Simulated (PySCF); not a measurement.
Compound: C₃H₁₂BPSi.
Geometry (PBE0-D3(BJ)/def2-SVP, Å), atoms numbered from 1 in this order:
```xyz
18
C3H12BPSi angstrom
C     -2.6355   -0.3184    0.4453
C     -1.2800   -0.9562    0.1638
B     -0.1034   -0.0116   -0.2918
C     -0.1739    1.5473   -0.1063
P      1.4306   -0.7688   -1.1419
Si     3.0384   -0.0164    0.2359
H     -2.5609    0.4827    1.1970
H     -3.3658   -1.0515    0.8213
H     -3.0646    0.1316   -0.4641
H     -1.3799   -1.8014   -0.5405
H     -0.8879   -1.4358    1.0856
H      0.6780    2.1196   -0.4991
H     -1.1000    1.9385   -0.5623
H     -0.2683    1.7687    0.9731
H      1.3757   -2.1198   -0.6870
H      4.2924   -0.7839   -0.0281
H      3.2718    1.4256   -0.0741
H      2.7079   -0.1391    1.6907
```

Computed with core-valence-separated Tamm–Dancoff BHandHLYP/aug-pcX-1 (pcseg-1 on H, def2-SVPD on P, def2-SVPD on Si) in PySCF, non-relativistic, gas phase, PBE0-D3(BJ)/def2-SVP geometry. No shift to experiment was applied.

The lowest roots of each edge with f over 0.003 (five at most, numbered afresh; weaker and dark ones are left out), with transition dipoles (au) in the frame of the coordinates:

```
root  edge  E (eV)       f       μx       μy       μz
   1     C  284.85  0.0046  -0.0055   0.0223   0.0116
   2     C  284.93  0.0135  -0.0130   0.0403  -0.0116
   3     C  285.13  0.0031  -0.0203   0.0047  -0.0036
   4     C  285.40  0.0060   0.0192  -0.0115  -0.0188
   5     C  285.56  0.0271  -0.0159  -0.0149  -0.0583
   6     B  186.15  0.0890   0.0553  -0.0133   0.1276
   7     B  190.78  0.0059  -0.0238   0.0168   0.0201
   8     B  191.16  0.0137   0.0432  -0.0149  -0.0289
   9     B  191.35  0.0112   0.0373  -0.0291  -0.0121
  10     B  192.07  0.0031  -0.0245   0.0078   0.0028
```

Question: Molecules are fixed in this frame and the field points along z. What effective strengths 3 f cos²θ do the roots have (θ between field and μ)?

Answer: root 1 (C4): 0.003, root 2 (C2): 0.003, root 3 (C1): 0.000, root 4 (C1): 0.007, root 5 (C2): 0.071, root 6 (B3): 0.223, root 7 (B3): 0.006, root 8 (B3): 0.012, root 9 (B3): 0.002, root 10 (B3): 0.000. Root 6 is the strongest. Averaged over all orientations cos²θ is 1/3, which gives f back.

Time: 27 s; peak memory 0.87 GiB. Hardware: one thread of an Arm Neoverse V1, shared host with 32 logical CPUs at a one-minute load of 30.

One conformer stands for the species.
